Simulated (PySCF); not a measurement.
O2Si2, SMILES [si]12o[si]=2o1. Atoms are numbered in the order given.

```xyz
4

Si     0.0000     0.0000     1.2534
Si     0.0000     0.0000    -1.2534
O      0.0000    -1.1801     0.0000
O      0.0000     1.1801     0.0000
```
Charge 0, spin multiplicity 1.

Geometry: B3LYP-D3(BJ)/def2-SVP.

Two levels are set side by side: PBE/pcSseg-2 (PySCF) and B3LYP/pcSseg-2 (PySCF). GIAO shifts against H2O (¹⁷O), TMS (²⁹Si) at the same level; non-relativistic, no solvent, atoms listed together averaged. Differences are taken from unrounded values.

| quantity | B3LYP |
|---|---|
| δ(²⁹Si) of Si1, Si2 (ppm) | 186.5 |
| δ(¹⁷O) of O3, O4 (ppm) | 441.8 |

What does PBE give, and how far is it from B3LYP? (Estimate from the structure and the level; the computed values follow.)


| quantity | PBE | PBE minus B3LYP |
|---|---|---|
| δ(²⁹Si) of Si1, Si2 (ppm) | 200.3 | 13.8 |
| δ(¹⁷O) of O3, O4 (ppm) | 459.3 | 17.5 |

Rough cost on one machine, each run with all the roots and properties that it gave: B3LYP against PBE within a factor of 2.
